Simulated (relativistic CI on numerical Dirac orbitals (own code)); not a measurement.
# Rh⁷⁺: M2,3 absorption edge

Computed with this model: Dirac-Coulomb-Breit CI, KLI orbitals optimised for each configuration, model QED (radiative potential, 1s self-energy scaled to tabulated hydrogen-like ionisation energies), multiplet model of core-to-valence dipole absorption, unscaled Slater integrals; configurations [Kr] 4d2 → [Ne] 3s2 3p5 3d10 4s2 4p6 4d3; 10 K; Lorentzian 1.2 eV and Gaussian 0.4 eV FWHM. Energies are those of the free ion, without screening or charge transfer. The branching ratio is the share of the lower-energy edge in the whole absorption, uncertain by about 0.02 where the edges overlap. S is read from ⟨S²⟩ = S(S + 1).

Field parameters in Wybourne normalisation: Td as Oh with Dq negative (B⁴₀ = 21Dq, B⁴₄ = √(5/14) B⁴₀). The field is a parameter set, without covalency.

Computed curve for free ion, scaled to 100 at the maximum (points under 2 are left out and the grid is thinned):

(Energy (eV), Intensity): (507.75, 2.2), (508.25, 2.7), (508.75, 3.4), (509.50, 5.3), (510.00, 7.8), (510.50, 12.8), (511.00, 21.7), (511.75, 41.7), (512.25, 48.6), (512.75, 56.8), (513.25, 76.7), (514.00, 92.3), (514.50, 57.3), (515.00, 33.0), (515.50, 21.7), (516.00, 15.5), (516.75, 11.7), (517.25, 10.8), (517.75, 7.5), (518.25, 5.0), (519.00, 3.1), (519.50, 2.6), (520.00, 2.5), (520.50, 2.5), (521.25, 2.2), (535.00, 2.6), (535.50, 4.5), (536.00, 8.9), (536.50, 16.1), (537.25, 15.1), (537.75, 9.1), (538.25, 6.9), (538.75, 8.5), (539.50, 11.8), (540.00, 12.8), (540.50, 9.6), (541.00, 6.2), (541.75, 3.0), (542.25, 2.4), (542.75, 2.1)

The ground state has S = 0.98, and the centroid lies at 518.40 eV.
